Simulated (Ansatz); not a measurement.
`C[SiH](N)S` + `[OH][Sn][OH]` → `C[O][Sn][OH]` + `N[SiH2]S`  (substitution at a C–Si bond)

Gas-phase electronic energies from Ansatz, PBE0-D4/def2-TZVP geometries. CCSD(T)/CBS is the MP2 limit (def2-TZVPP, def2-QZVPP) plus CCSD(T) − MP2 in def2-TZVPP, frozen cores. DFT in def2-TZVPP. B3LYP here is the variant with VWN-RPA as its local correlation; programs differ in this. Elements past krypton have def2 core potentials. For Sn outer-core shells are correlated without core-valence functions, which leaves a few kJ/mol of doubt a bond. One conformer a species, not always the lowest.

CCSD(T)/CBS gives +26.6 kcal/mol.

Task: Another level gave +26.3 kcal/mol. Which?
A. r2SCAN-D4/def2-TZVPP
B. PBE/def2-TZVPP
C. MP2/def2-TZVPP
D. B3LYP/def2-TZVPP

Result: A. r2SCAN-D4 26.3, MP2/def2-TZVPP 27.3, B3LYP 23.8, PBE 24.8 kcal/mol.

Largest T1 diagnostic among the species: 0.018.

In def2-TZVPP, CCSD(T) changes the Hartree–Fock value by +2.9 kcal/mol (the triples alone add +0.1 kcal/mol) and MP2 by +4.6 kcal/mol. From PBE to PBE0 (25 % exact exchange), in def2-TZVPP and without D4, ΔE moves by +0.8 kcal/mol.
